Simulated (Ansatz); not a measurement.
`C[O][K]` → `[CH2]` (triplet) + `[OH][K]` at 700 K and 1 bar (formal loss of a carbene).

Program: Ansatz. Geometries: PBE0-D4/def2-TZVP. ΔE: electronic, gas phase. CBS: MP2 limit from def2 TZ/QZ plus the TZ coupled-cluster correction, frozen cores. This one scheme is used for every species. Triplets are unrestricted, without spin–orbit coupling. For K outer-core shells are correlated without core-valence functions, which leaves a few kJ/mol of doubt a bond. Scalar relativity is left out up to krypton.

```csv
species,CCSD(T)/CBS energy (Eh),H − E (kJ/mol),S (J/(mol·K))
`C[O][K]`,-714.47647,147.2,340.6
`[CH2]` (triplet),-39.09499,70.4,226.8
`[OH][K]`,-675.23723,62.4,278.5
```

H − E and S are ideal-gas, rigid-rotor, harmonic terms from PBE0-D4/def2-TZVP, with the whole ground term of open shells counted as degenerate. 1 Eh = 2625.50 kJ/mol, R = 8.31446 J/(mol·K).

By hand: ΔE, ΔH, ΔS and ΔG.

ΔE = (-39.09499) + (-675.23723) − (-714.47647) = 0.14425 Eh = 378.7 kJ/mol. Δ(H − E) = 70.4 + 62.4 − 147.2 = -14.4, so ΔH = 364.3 kJ/mol. ΔS = 226.8 + 278.5 − 340.6 = 164.7 J/(mol·K). ΔG = 364.3 − 700 × (164.7)/1000 = 249.0 kJ/mol.

By hand: the equilibrium constant, and the temperature at which ΔG would vanish if ΔH and ΔS stayed fixed.

log₁₀ K = −ΔG/(RT ln 10) = -18.6. ΔG = 0 at ΔH/ΔS = 2212 K.

The number of gas molecules changes by +1, which sets the sign of ΔS. A doubt of 5 kJ/mol in ΔE shifts log₁₀ K by 0.4 here. A triplet takes part, so the spin changes. These are equilibria of isolated gas molecules and say nothing of rates. Largest T1 diagnostic: 0.012 (customary marks: 0.02 for closed shells, 0.045 for open ones).
